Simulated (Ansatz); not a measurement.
Reaction (substitution at a C–C bond): `C=[C](C)[AlH][CH3]` + `N=C(N)S` → `CSC(=N)N` + `C=[CH][AlH][CH3]`

Isolated molecules relaxed with PBE0-D4/def2-TZVP in Ansatz; ΔE leaves out vibrations. CCSD(T)/CBS is the MP2 limit (def2-TZVPP, def2-QZVPP) plus CCSD(T) − MP2 in def2-TZVPP, frozen cores. Functionals use def2-TZVPP. B3LYP here is the variant with VWN-RPA as its local correlation; programs differ in this. One conformer a species, not always the lowest.

```json
{"level": "PBE-D4", "ΔE (kJ/mol)": "12.5", "difference from CCSD(T)/CBS": "1.8"}
{"level": "r2SCAN-D4", "ΔE (kJ/mol)": "10.9", "difference from CCSD(T)/CBS": "0.2"}
{"level": "PBE0-D4", "ΔE (kJ/mol)": "12.8", "difference from CCSD(T)/CBS": "2.1"}
{"level": "B3LYP-D4", "ΔE (kJ/mol)": "11.4", "difference from CCSD(T)/CBS": "0.7"}
{"level": "ωB97X-V", "ΔE (kJ/mol)": "11.1", "difference from CCSD(T)/CBS": "0.4"}
{"level": "B2PLYP", "ΔE (kJ/mol)": "11.6", "difference from CCSD(T)/CBS": "0.9"}
{"level": "PBE", "ΔE (kJ/mol)": "12.8", "difference from CCSD(T)/CBS": "2.1"}
{"level": "r2SCAN", "ΔE (kJ/mol)": "10.9", "difference from CCSD(T)/CBS": "0.2"}
{"level": "PBE0", "ΔE (kJ/mol)": "13.0", "difference from CCSD(T)/CBS": "2.3"}
{"level": "SCS-MP2/def2-TZVPP", "ΔE (kJ/mol)": "12.1", "difference from CCSD(T)/CBS": "1.4"}
{"level": "CCSD/def2-TZVPP", "ΔE (kJ/mol)": "13.6", "difference from CCSD(T)/CBS": "2.9"}
{"level": "CCSD(T)/def2-TZVPP", "ΔE (kJ/mol)": "13.0", "difference from CCSD(T)/CBS": "2.3"}
{"level": "MP2/def2-QZVPP", "ΔE (kJ/mol)": "11.3", "difference from CCSD(T)/CBS": "0.6"}
{"level": "SCS-MP2/def2-QZVPP", "ΔE (kJ/mol)": "10.8", "difference from CCSD(T)/CBS": "0.1"}
{"level": "HF/CBS(def2)", "ΔE (kJ/mol)": "11.1", "difference from CCSD(T)/CBS": "0.4"}
{"level": "MP2/CBS(def2)", "ΔE (kJ/mol)": "10.4", "difference from CCSD(T)/CBS": "-0.3"}
{"level": "CCSD(T)/CBS", "ΔE (kJ/mol)": "10.7", "difference from CCSD(T)/CBS": "0"}
```

Largest T1 diagnostic among the species: 0.014.
